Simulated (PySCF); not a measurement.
CH₆OSSi.

```xyz
10

Si     0.9130    -0.2975    -0.5290
O      1.8375    -0.6727     0.8023
S     -0.7872     0.9437    -0.1642
C     -1.9721    -0.2810     0.4837
H      0.4066    -1.5535    -1.1672
H      1.7969     0.4892    -1.4230
H      1.4484    -1.2564     1.4595
H     -2.0458    -1.1562    -0.1780
H     -1.7069    -0.6034     1.5004
H     -2.9520     0.2130     0.5216
```
Charge 0, spin multiplicity 1.

Geometry optimised at PBE0-D3(BJ)/def2-SVP. The values are those of a single conformer.

The numbers are results of PBE/pcSseg-1 run with PySCF, not measurements. Non-relativistic, no solvent.

Computed absolute GIAO shielding of each atom: isotropic value and principal components (ppm):
| atom | σ(iso) | σ11 | σ22 | σ33 | span |
|---|---|---|---|---|---|
| Si1 | 336.8 | 261.2 | 364.2 | 384.9 | 123.7 |
| O2 | 276.6 | 236.2 | 282.5 | 311.0 | 74.8 |
| S3 | 580.5 | 478.4 | 596.1 | 667.0 | 188.6 |
| C4 | 163.6 | 145.5 | 159.1 | 186.1 | 40.6 |
| H5 | 25.5 | 21.2 | 24.9 | 30.4 | 9.2 |
| H6 | 25.9 | 21.8 | 24.5 | 31.5 | 9.7 |
| H7 | 29.8 | 22.4 | 26.7 | 40.4 | 18.0 |
| H8 | 29.4 | 24.8 | 27.3 | 36.1 | 11.3 |
| H9 | 29.1 | 23.6 | 27.2 | 36.5 | 12.9 |
| H10 | 29.1 | 23.8 | 26.5 | 36.9 | 13.2 |
